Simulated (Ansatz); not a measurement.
Reaction (cleavage of the B–Si bond): `B[SiH2]CS` + `OC[SiH](F)F` → `BOC[SiH](F)F` + `[SiH3]CS`

Computed with Ansatz on PBE0-D4/def2-TZVP structures; ΔE is electronic, products minus reactants. CCSD(T)/CBS adds triple-zeta CCSD(T) − MP2 to the extrapolated MP2 energy (def2 sets, frozen cores). DFT in def2-TZVPP. B3LYP here is the variant with VWN-RPA as its local correlation; programs differ in this. Each species was taken in one conformer, which may not be the lowest.

| level | ΔE (kJ/mol) |
| --- | --- |
| PBE0-D4 | -170.0 |
| B3LYP-D4 | -181.9 |
| ωB97M-V | -180.9 |
| PBE0 | -169.7 |

(1) What does CCSD(T)/CBS give? (Estimate.)

Largest T1 diagnostic among the species: 0.013.

Results:

(1) Computed: -176.7 kJ/mol. The listed levels differ from it by 6.7, -5.2, -4.2, 7.0 kJ/mol.
